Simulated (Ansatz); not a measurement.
```yaml
crystal:
  periodic: [false, false, false]
  atoms:
    - {symbol: N, position_ang: [-2.082663, 0.825118, 0.364957]}
    - {symbol: C, position_ang: [-0.801700, 0.854904, 0.064173]}
    - {symbol: O, position_ang: [-0.010396, 1.698476, 0.750299]}
    - {symbol: C, position_ang: [0.004920, 0.087998, -0.862245]}
    - {symbol: Sn, position_ang: [1.312415, -1.229811, 0.221086]}
    - {symbol: H, position_ang: [-2.528510, 0.135389, -0.271082]}
    - {symbol: H, position_ang: [-0.650075, 2.256053, 1.373350]}
    - {symbol: H, position_ang: [0.616055, 0.711306, -1.473621]}
    - {symbol: H, position_ang: [-0.704091, -0.508747, -1.551495]}
    - {symbol: H, position_ang: [2.701004, -0.418136, 0.682472]}
    - {symbol: H, position_ang: [1.780963, -2.460895, -0.855638]}
    - {symbol: H, position_ang: [0.452566, -1.933869, 1.517543]}
basis:
  gaussian: {orbitals: STO-3G, final_grid: {core_spheres: 20, valence_spheres: 16, degree: 47}}
hamiltonian: {xc: {name: wB97}}
```

```sh
$ ansatz run in.yaml --threads 4 --pin off --events-out ev --progress --plain --max-ram 10444MiB
```

Output, abridged:

```
Functional definition: wB97
749 factors; integrals over basis functions are off by at most 4.1e-5 eV
230 factors; integrals over basis functions are off by at most 6.5e-6 eV
mean field evaluation 1: about -167981.9662 eV, gradient 3.3e1 eV
mean field evaluation 2: about -167982.7053 eV, gradient 3.4e1 eV
mean field evaluation 4: about -167985.5163 eV, gradient 1.6e0 eV
mean field evaluation 8: about -167985.3594 eV, gradient 8.0e-2 eV
mean field -167985.35941573 eV, -6173.3480939620 hartree, gradient 2.6e-5 eV, S^2 0.000000; 0 other end points of the search recorded, 0 dependent functions left out
reference -167985.35940843 eV, -6173.3480936935 hartree; 42, 42 occupied and 12, 12 virtual orbitals, 749 factors
Total energy: -167985.35940843 eV, -6173.3480936935 hartree
```

It took 1.6 s on 4 threads of an Intel Xeon Platinum 8175M on a shared host, with 0.16 GiB of host memory at the peak.
